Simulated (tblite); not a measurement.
**Question.** What does the GFN2-xTB structure of `CS[SiH2]OC(C)=O` look like in three dimensions?

**Answer.** 
Z-matrix in Å and degrees, rows numbered from 1:
```
C 
S   1  1.8193
Si  2  2.1226  1   98.01
O   3  1.6481  2  100.09  1  -179.83
C   4  1.3295  3  119.57  2  -179.96
C   5  1.4985  4  112.53  3  -179.94
O   5  1.2004  4  121.62  3     0.00
H   1  1.0842  2  107.05  3   179.79
H   1  1.0843  2  109.59  3    60.49
H   1  1.0844  2  109.60  3   -60.82
H   3  1.4563  2  110.93  1    63.34
H   3  1.4563  2  110.93  1   -63.12
H   6  1.0880  5  109.04  4    58.75
H   6  1.0881  5  109.08  4   -58.81
H   6  1.0856  5  110.23  4   179.89
```

Si3 (oxygen-bound silicon) is distorted tetrahedral (angles from 100.1° to 113.0°). The 7 heavy atoms lie in one plane (0.002 Å rms). The 2 C–O bonds span 1.200 Å (C5=O7, drawn double) to 1.330 Å (O4–C5, drawn single), a spread of 0.130 Å.

The geometry is computed with GFN2-xTB (gas phase).

Point group: Cs (every atom within 0.08 Å of its image). Its GFN2-xTB frequencies are all real (lowest 53 cm⁻¹). The numbers are those of one conformer (C1–S2–Si3–O4 180°, S2–Si3–O4–C5 180°, Si3–O4–C5–C6 180°). 3 starts were optimised and ended at 0.00, 0.01 and 2.06 kcal/mol (GFN2-xTB); the lowest of these is shown.
